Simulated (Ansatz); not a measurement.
Basis sets compared for Ge₃Se₄. The state is a singlet with charge 0. Geometry PBE-D4/def2-SVP. Ansatz on 4 threads of Intel Xeon Platinum 8175M on a shared host; times are rough, and most runs start from earlier orbitals.

```xyz
7

Ge   -1.2805    1.1639   -0.6886
Ge   -0.2255   -0.1989    1.8385
Ge    2.5493   -0.0739   -1.1053
Se    1.0584   -1.9291   -1.4830
Se    1.2683    1.4350    0.2449
Se   -2.3722    0.9655    1.5113
Se   -0.9979   -1.3625   -0.3179
```

Another isomer (singlet) lies 0.46 eV lower at PBE0-D4/def2-TZVP; other spin states weren't run for this one.

Binding counts from free atoms (Ge triplet, Se triplet) in the same basis, without a counterpoise term.

| level | functions | energy (Eh) | HOMO (eV) | LUMO (eV) | binding per atom (eV) | wall time |
| --- | --- | --- | --- | --- | --- | --- |
| PBE-D4/def2-SVP | 224 | -15833.1753 | -5.26 | -3.73 | 3.23 | 6 s |
| PBE0-D4/def2-SVP | 224 | -15833.6090 | -6.15 | -3.18 | 3.03 | 18 s |

**Question.** Estimate the rows for PBE-D4/def2-TZVP (with forces), PBE0-D4/def2-TZVP.

**Answer.** 
| level | functions | energy (Eh) | HOMO (eV) | LUMO (eV) | binding per atom (eV) | wall time |
| --- | --- | --- | --- | --- | --- | --- |
| PBE-D4/def2-TZVP (with forces) | 336 | -15835.1359 | -5.29 | -3.76 | 3.23 | 9.5 s |
| PBE0-D4/def2-TZVP | 336 | -15835.5704 | -6.15 | -3.16 | 3.05 | 30 s |
